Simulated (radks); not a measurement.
Effect of the nuclear size on the ruthenium ion Ru+, [Kr] 4d7. All-electron calculation, Dirac Kohn-Sham, PBE, spin-unpolarised, spherical densities, finite nucleus; open shells fill j = l - 1/2 first; Fermi nuclear charge, rms radius 4.4809 fm. Program: a radial shooting solver on a logarithmic mesh with Libxc functionals. The rms radius is varied about that value; shifts are against it.

| rms radius (fm) | total energy shift (eV) | density at nucleus (e/bohr^3) | 1s1/2 shift (meV) | 2s1/2 shift (meV) | 4s1/2 shift (meV) | 5s1/2 (empty) shift (meV) |
|---|---|---|---|---|---|---|
| 3.6788 | -0.637 | 1.127e+05 | -269 | -29.3 | -0.947 | -0.097 |
| 4.2389 | -0.204 | 1.108e+05 | -86.0 | -9.38 | -0.303 | -0.031 |
| 4.4809 | 0 | 1.101e+05 | 0.000 | 0.000 | 0.000 | 0.000 |
| 4.6288 | 0.129 | 1.096e+05 | 54.6 | 5.96 | 0.193 | 0.020 |
| 5.4488 | 0.914 | 1.075e+05 | 386 | 42.1 | 1.36 | 0.139 |

Slopes of the eigenvalues against <r^2> in GHz/fm^2, as finite differences over the two radii next to the reference (eigenvalue slopes, not the field-shift constants of lines): 1s1/2 9830, 2s1/2 1070, 4s1/2 34.7, 5s1/2 (empty) 3.55.
